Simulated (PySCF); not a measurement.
## NaCa: energy against distance

Set-up: basis Na 6-31G(d,p), Ca 6-31G(d,p); no relativity; PySCF 2.14. Energies in eV from Na + Ca in their ground configurations at the same level. All curves are PBE0. state 1: ²Σ⁺ (doublet), unpaired electrons σ ↑; state 2: doublet, unpaired electrons π ↑, a second solution, started from another occupation; state 3: ²Δ (doublet), unpaired electrons δ ↑, a second solution, started from another occupation; state 4: ⁴Π (quartet), unpaired electrons σ ↑↑, π ↑, a second solution, started from another occupation.

```
R (Å)  state 1  state 2  state 3  state 4
3.174  -0.1630   0.5520   1.2463   1.3934
3.322  -0.2348   0.5668   1.2202   1.3473
3.470  -0.2739   0.6081   1.2213   1.3273
3.580  -0.2873   0.6521   1.2355   1.3253
3.691  -0.2905   0.7042   1.2579   1.3316
3.802  -0.2860   0.7624   1.2864   1.3442
3.949  -0.2717   0.8464   1.3305   1.3679
4.134  -0.2459   0.9571   1.3903   1.4040
4.355  -0.2097   1.0925   1.4625   1.4510
4.651  -0.1617   1.2682   1.5508   1.5113
```

Problem. Put a parabola through the three lowest points of the state 1 curve and estimate Re, k and ωe (reduced mass 14.59 u; 1 eV/Å² = 0.16022 mdyn/Å; ωe = 1302.8·√(k/μ) cm⁻¹).

Solution. Through R = 3.58, 3.691, 3.802 Å the second-order coefficient is 0.312 eV/Å², so Re ≈ 3.682 Å, k ≈ 0.100 mdyn/Å and ωe ≈ 108 cm⁻¹. A polynomial fit of higher order to the unrounded PBE0 energies gives Re = 3.676 Å, k = 0.103 mdyn/Å, ωe = 110 cm⁻¹; anharmonicity and rounding make the difference.

The higher-order fit for each curve: state 1: Re = 3.676 Å, ωe = 110 cm⁻¹, De = 0.291 eV; state 3: Re = 3.387 Å, ωe = 142 cm⁻¹, minimum 1.22 eV above the ground-state fragments; state 4: Re = 3.548 Å, ωe = 117 cm⁻¹, minimum 1.32 eV above the ground-state fragments. State 2 gave no clean fit.

The bond is weak. Basis-set superposition, not corrected here, can be much of De in a small basis, most of all at correlated wavefunction levels. Functionals without a dispersion term scatter widely for such bonds, and LDA overbinds them. ⟨S²⟩ of the unrestricted solution departs from its pure value on part of the curve, where spin states mix. Counting both spins, an empty level lies below a filled one in some of these solutions, because spin and occupation are held. The state is the lowest determinant that a PBE0 search found; another state may lie lower at other levels.
